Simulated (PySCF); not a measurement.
Ir⁺ (iridium, charge +1) across methods

[Xe] 4f14 5d7 6s1, high-spin 5F determinant. Computed with PySCF 2.14 in ANO-RCC-VTZP, with the spin-free X2C one-electron Hamiltonian (Gaussian nucleus).

```csv
method,E (hartree),mean ε 5d α (eV),mean ε 5d β (eV),mean ε 6s α (eV),Σ⟨r²⟩ (bohr²),⟨S²⟩
PBE0,-17828.38,-17.956,-15.834,-15.043,52.10,6.002
r2SCAN,-17828.67,-16.695,-14.584,-14.647,52.04,6.002
PBE,-17828.63,-16.276,-14.315,-14.302,52.40,6.001
LDA,-17817.41,-16.441,-14.509,-14.579,52.43,6.001
UHF,-17823.06224,-22.216,-19.452,-16.637,52.03,6.005
```

Spin-orbit coupling, absent here, splits the open shell strongly.
